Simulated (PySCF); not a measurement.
How methods differ on the excitation energy of In

In [Kr] 4d10 5s2 5p1 (2P) → In [Kr] 4d10 5s2 5d1 (2D), as a difference of total energies. Calculation: PySCF 2.14, in aug-cc-pVDZ-PP with ECP28MDF; a scalar-relativistic core potential. Correlated levels: valence: 4s2 4p6 4d10 frozen. The calculations carry no spin-orbit coupling.

| method | excitation energy (eV) | error (eV) |
| --- | --- | --- |
| UHF | 4.538 | +0.641 |
| MP2 (valence) | 4.546 | +0.649 |
| SCS-MP2 (valence) | 4.529 | +0.632 |
| CCSD (valence) | 4.333 | +0.436 |
| CCSD(T) (valence) | 4.277 | +0.380 |
| CCSDT (valence) | 4.242 | +0.345 |
| FCI (valence) | 4.242 | +0.345 |

Reference: 3.897 eV (measured; NIST levels, between the centres of gravity of the two terms).

Errors of the correlated levels include the incompleteness of this basis and the frozen core.

The promoted electron is Rydberg-like, and one or two diffuse shells describe it only roughly, which tends to raise the upper state.

The coupled-cluster amplitudes are large for the upper state (T1 above 0.03 or a double amplitude above 0.15), so a single reference is strained.
